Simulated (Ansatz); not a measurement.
Reaction (cleavage of the Si–Si bond): `BC(F)[SiH2][SiH3]` + `OB(O)Cl` → `OB(Cl)O[SiH3]` + `BC(F)[SiH3]`

Gas-phase electronic energies from Ansatz, PBE0-D4/def2-TZVP geometries. CBS: MP2 limit from def2 TZ/QZ plus the TZ coupled-cluster correction, frozen cores. DFT in def2-TZVPP. One conformer a species, not always the lowest.

`BC(F)[SiH2][SiH3]`:

Z-matrix (Å, degrees):
```
C
F 1 1.386
Si 1 1.962 2 109.3
B 1 1.515 2 118.3 3 -105.9
H 1 1.094 2 109.1 3 114.4
Si 3 2.337 1 110.9 2 141.9
H 3 1.492 1 109.6 2 -96.7
H 3 1.485 1 105.2 2 19.4
H 4 1.198 1 116.9 2 -174.7
H 4 1.193 1 121.7 2 12.0
H 6 1.486 3 109.8 1 62.1
H 6 1.487 3 109.6 1 -57.5
H 6 1.487 3 110.2 1 -177.5
```

`OB(O)Cl`:

```xyz
6

O    -0.853    0.012   -0.747
B     0.219    0.104    0.080
O     0.377   -0.749    1.112
Cl    1.453    1.350   -0.166
H    -0.857    0.672   -1.444
H    -0.340   -1.388    1.165
```

`OB(Cl)O[SiH3]`:

Cartesian coordinates in Å:
```
O -0.521 1.070 1.265
B 0.681 0.680 0.775
Cl 2.181 1.319 1.478
O 0.757 -0.190 -0.245
Si -0.417 -0.969 -1.120
H -0.458 1.693 1.992
H 0.293 -1.813 -2.107
H -1.273 0.023 -1.815
H -1.243 -1.813 -0.223
```

`BC(F)[SiH3]`:

Z-matrix (Å, degrees):
```
C
F 1 1.391
Si 1 1.941 2 108.7
B 1 1.519 2 117.4 3 112.3
H 1 1.096 2 109.0 3 -112.3
H 3 1.486 1 111.3 2 86.0
H 3 1.482 1 106.4 2 -33.3
H 3 1.483 1 108.8 2 -153.2
H 4 1.198 1 117.2 2 175.3
H 4 1.193 1 121.6 2 -11.3
```

```json
{"species": "`BC(F)[SiH2][SiH3]`", "PBE0 energy (Eh)": "-746.20837"}
{"species": "`OB(O)Cl`", "PBE0 energy (Eh)": "-636.60538"}
{"species": "`OB(Cl)O[SiH3]`", "PBE0 energy (Eh)": "-927.21353"}
{"species": "`BC(F)[SiH3]`", "PBE0 energy (Eh)": "-455.62622"}
```

Question: Work out ΔE.

Answer: ΔE = (-927.21353) + (-455.62622) − (-746.20837) − (-636.60538) = -0.02600 Eh = -68.3 kJ/mol. CCSD(T)/CBS gives -87.4 kJ/mol.

Largest T1 diagnostic among the species: 0.014.

From PBE to PBE0 (25 % exact exchange), in def2-TZVPP and without D4, ΔE moves by −8.5 kJ/mol. In def2-TZVPP, CCSD(T) changes the Hartree–Fock value by +33.3 kJ/mol (the triples alone add +4.7 kJ/mol) and MP2 by +26.6 kJ/mol.
